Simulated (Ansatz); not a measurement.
`[NH]=[Nb]([NH2])([Cl])[Cl]` + HCl → `[NH]=[Nb]([Cl])([Cl])[Cl]` + NH₃ at 298.15 K and 1 bar (ligand exchange at the Nb–N bond).

Computed with Ansatz on PBE0-D4/def2-TZVP structures; ΔE is electronic, products minus reactants. CCSD(T)/CBS adds triple-zeta CCSD(T) − MP2 to the extrapolated MP2 energy (def2 sets, frozen cores). This one scheme is used for every species. def2 core potentials past Kr. For Nb outer-core shells are correlated without core-valence functions, which leaves a few kJ/mol of doubt a bond. Each species was taken in one conformer, which may not be the lowest.

```csv
species,CCSD(T)/CBS energy (Eh),H − E (kJ/mol),S (J/(mol·K))
`[NH]=[Nb]([NH2])([Cl])[Cl]`,-1087.87714,133.3,370.0
HCl,-460.38127,26.6,186.8
`[NH]=[Nb]([Cl])([Cl])[Cl]`,-1491.77122,68.4,363.0
NH₃,-56.50880,100.5,192.4
```

H − E and S are ideal-gas, rigid-rotor, harmonic terms from PBE0-D4/def2-TZVP, for one conformer and one mirror image of each species. 1 Eh = 2625.50 kJ/mol, R = 8.31446 J/(mol·K).

By hand: ΔE, ΔH, ΔS and ΔG.

ΔE = (-1491.77122) + (-56.50880) − (-1087.87714) − (-460.38127) = -0.02161 Eh = -56.7 kJ/mol. Δ(H − E) = 68.4 + 100.5 − 133.3 − 26.6 = 9.0, so ΔH = -47.7 kJ/mol. ΔS = 363.0 + 192.4 − 370.0 − 186.8 = -1.4 J/(mol·K). ΔG = -47.7 − 298.15 × (-1.4)/1000 = -47.3 kJ/mol.

By hand: the equilibrium constant, and the temperature at which ΔG would vanish if ΔH and ΔS stayed fixed.

log₁₀ K = −ΔG/(RT ln 10) = 8.3. ΔG = 0 at ΔH/ΔS = 34071 K, far beyond where these terms or the molecules hold.

The number of gas molecules stays the same, so ΔS is small and ΔH decides. A doubt of 5 kJ/mol in ΔE shifts log₁₀ K by 0.9 here. Other conformers and mirror images would add mixing entropy, several J/(mol·K) or more a flexible species. These are equilibria of isolated gas molecules and say nothing of rates. Largest T1 diagnostic: 0.020 (customary marks: 0.02 for closed shells, 0.045 for open ones).
